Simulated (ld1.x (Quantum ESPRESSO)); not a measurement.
What one change does to a pseudopotential (copper (Cu), RRKJ)

* Element: Cu
* Generator: ld1.x (Quantum ESPRESSO) 7.5
* Type: norm-conserving RRKJ (Kleinman–Bylander form)
* Functional: Wu–Cohen
* Relativity: non-relativistic
* Frozen core: [Ar]
* Valence charge: 11
* Reference configuration: 3d10 4s0 4p0 (charge +1)
* Partial waves: 4p (bound, empty): rc 2.95 bohr; 3d (bound): rc 1.15 bohr; 4s (bound, empty): rc 2.35 bohr
* Local potential: the s channel
* Core correction: Bessel-smoothed model core inside 0.70 bohr

Change: core correction Bessel-smoothed model core inside 1.22 bohr.

Cutoffs: the cutoffs (Ry, on a coarse ladder) from which the occupation-weighted sum of valence levels, in a spherical-Bessel basis at the reference potential, stays within 10 and 1 mRy of its value at 400 Ry; they do not see the model core or the augmentation charge, which bear on the density cutoff. Errors are all-electron minus pseudo energies relative to the spin-unpolarised reference configuration.

Q: What does the change do?

A: The potential gets neither clearly harder nor softer (140 Ry and 200 Ry → 140 Ry and 200 Ry); the errors of the 7 common tests hardly move; neither file shows a bound ghost. A wider model core is smoother and lowers the density cutoff, which this test does not measure.

| quantity | base | changed |
| --- | --- | --- |
| cutoff, loose | 140 Ry | 140 Ry |
| cutoff, tight | 200 Ry | 200 Ry |
| bound ghosts | none | none |
| error for 3d10 4s1 4p0, meV [ΔE -7.84 eV] | -16 | -15 |
| error for 3d9 4s0 4p0, meV [ΔE 21.49 eV] | -321 | -320 |
| error for 3d8 4s0 4p0, meV [ΔE 60.79 eV] | -1761 | -1750 |
| error for 3d10 4s0 4p1, meV [ΔE -3.83 eV] | -4.3 | -4.2 |
| error for 3d9 4s1 4p1, meV [ΔE -0.70 eV] | -403 | -400 |
| error for 3d10 4s0.5 4p0, meV [ΔE -4.80 eV] | -4.8 | -4.8 |
| error for 3d9 4s1 4p0, meV [ΔE 4.02 eV] | -341 | -339 |
| s: phases at 3.20 bohr within 0.05 rad from the reference energy up to (Ry; the scan ends near 5) | 1.1 | 1.1 |
| p: phases at 3.20 bohr within 0.05 rad from the reference energy up to (Ry; the scan ends near 5) | 2.4 | 2.4 |
| d: phases at 3.20 bohr within 0.05 rad from the reference energy up to (Ry; the scan ends near 5) | 0.1 | 0.1 |
